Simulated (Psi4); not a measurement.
C$_{3}$H$_{7}$O (SMILES C[CH-]OC), charge -1, singlet, geometry from GFN2-xTB (a gas-phase anion, which may not be bound at this level); CCSD(T)/STO-3G run with Psi4.

Psi4 was given this input:
```
memory 2 GB

molecule mol {
-1 1
O     0.275249   -0.584207   -0.623035
C     0.094019    0.903338   -0.294032
C     1.024605   -1.203596    0.342290
C    -1.279346    1.022850    0.395882
H    -0.065096    1.311894   -1.335595
H     1.248775   -2.231603    0.010340
H     1.982234   -0.682047    0.532920
H     0.501825   -1.276230    1.317668
H    -2.141258    0.558954   -0.131568
H    -1.248100    0.571009    1.396632
H    -1.516041    2.086133    0.529044
}

set {
  basis sto-3g
  reference rhf
}

energy('ccsd(t)')
print_variables()
```

What the program printed (banner, timings and long lists left out):

```
   => Loading Basis Set <=

    Name: STO-3G
    Role: ORBITAL
    Keyword: BASIS

         ---------------------------------------------------------
                                   SCF
               by Justin Turney, Rob Parrish, Andy Simmonett
                          and Daniel G. A. Smith
                              RHF Reference
         ---------------------------------------------------------

  ==> Geometry <==

    Molecular point group: c1
    Full point group: C1

    Geometry (in Angstrom), charge = -1, multiplicity = 1:

       Center              X                  Y                   Z               Mass
    ------------   -----------------  -----------------  -----------------  -----------------
         O            0.254477095522    -0.578576464694    -0.584116574934    15.994914619570
         C            0.073247095522     0.908968535306    -0.255113574934    12.000000000000
         C            1.003833095522    -1.197965464694     0.381208425066    12.000000000000
         C           -1.300117904478     1.028480535306     0.434800425066    12.000000000000
         H           -0.085867904478     1.317524535306    -1.296676574934     1.007825032230
         H            1.228003095522    -2.225972464694     0.049258425066     1.007825032230
         H            1.961462095522    -0.676416464694     0.571838425066     1.007825032230
         H            0.481053095522    -1.270599464694     1.356586425066     1.007825032230
         H           -2.162029904478     0.564584535306    -0.092649574934     1.007825032230
         H           -1.268871904478     0.576639535306     1.435550425066     1.007825032230
         H           -1.536812904478     2.091763535306     0.567962425066     1.007825032230

  Running in c1 symmetry.

  Rotational constants: A =      0.61598  B =      0.16020  C =      0.14748 [cm^-1]
  Rotational constants: A =  18466.61884  B =   4802.53046  C =   4421.34516 [MHz]
  Nuclear repulsion =  123.844098801068156

  Charge       = -1
  Multiplicity = 1
  Electrons    = 34
  Nalpha       = 17
  Nbeta        = 17

  ==> Algorithm <==

  SCF Algorithm Type is PK.
  DIIS enabled.
  MOM disabled.
  Fractional occupation disabled.
  Guess Type is SAD.
  Energy threshold   = 1.00e-08
  Density threshold  = 1.00e-08
  Integral threshold = 1.00e-12

  ==> Primary Basis <==

  Basis Set: STO-3G
    Blend: STO-3G
    Number of shells: 19
    Number of basis functions: 27
    Number of Cartesian functions: 27
[...]
  @RHF Final Energy:  -189.86779972586260
    Total Energy =                       -189.8677997258625965
[...]
             15   3        -0.0060367566

    Largest TIjAb Amplitudes:
      8   8   2   2        -0.0405957803
     14  14   0   0        -0.0387372553
     16  16   0   0        -0.0309426932
     10  10   4   4        -0.0266032442
      9   9   3   3        -0.0262831273
     16  16   8   8        -0.0256473359
      9   9   1   1        -0.0251499117
     13  13   9   9        -0.0238058183
      6   6   1   1        -0.0230741686
      8   8   1   1        -0.0227041095

    SCF energy       (wfn)                    = -189.867799725862596
    Reference energy (file100)                = -189.867799725862739

    Opposite-spin MP2 correlation energy      =   -0.160143579502966
    Same-spin MP2 correlation energy          =   -0.019261793906993
    Singles MP2 correlation energy            =   -0.000000000000000
    MP2 correlation energy                    =   -0.179405373409959
      * MP2 total energy                      = -190.047205099272702

    Opposite-spin CCSD correlation energy     =   -0.221509841996888
    Same-spin CCSD correlation energy         =   -0.017428448247118
    Singles CCSD correlation energy           =    0.000000000000000
    CCSD correlation energy                   =   -0.238938290244006
      * CCSD total energy                     = -190.106738016106732

            **************************
            *                        *
            *        CCTRIPLES       *
            *                        *
            **************************

    Wave function   =    CCSD_T
    Reference wfn   =      RHF

    Nuclear Rep. energy (wfn)                =  123.844098801068156
    SCF energy          (wfn)                = -189.867799725862596
    Reference energy    (file100)            = -189.867799725862739
    CCSD energy         (file100)            =   -0.238938290244006
    Total CCSD energy   (file100)            = -190.106738016106732

    Number of ijk index combinations:              969
    Approx. words needed per explicit thread:            4000
    Number of threads for explicit ijk threading:    1

    MKL num_threads set to 1 for explicit threading.

    (T) energy                                =   -0.002575494533849
      * CCSD(T) total energy                  = -190.109313510640590

  Variable Map:
  ----------------------------------------------------------------------------
[...]
  Array Variable Map:
  ----------------------------------------------------------------------------
[...]
[...]
```
